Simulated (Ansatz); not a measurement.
Reactions of `[Al][I]`.

Calculated with Ansatz (gas phase, PBE0-D4/def2-TZVP geometries, no zero-point term in ΔE). CCSD(T)/CBS adds triple-zeta CCSD(T) − MP2 to the extrapolated MP2 energy (def2 sets, frozen cores). This one scheme is used for every species, atoms too. No spin–orbit coupling; open shells (•) take unrestricted orbitals. Spin–orbit coupling would lower the free atoms: a little for Al; strongly for I. def2 core potentials past Kr. For I outer-core shells are correlated without core-valence functions, so the limit isn't a true one: a few kJ/mol of doubt a bond, and 10 to 20 or more in all where bonds break to atoms.

**Question.** Order these by ΔE at CCSD(T)/CBS, lowest first. (Best estimate.)
A. `[Al][I]` + H₂ → `[AlH]` + HI
B. `[Al][I]` + `C[SiH](F)F` → `[AlH]` + `C[Si](F)(F)I`
C. `[Al][I]` → Al• + I•
D. `[Al][I]` + HCl → `[Al][Cl]` + HI

**Answer.** D (-7.2 kJ/mol), B (+134.5 kJ/mol), A (+202.4 kJ/mol), C (+394.7 kJ/mol).

Largest T1 diagnostic: 0.018, for Al•.
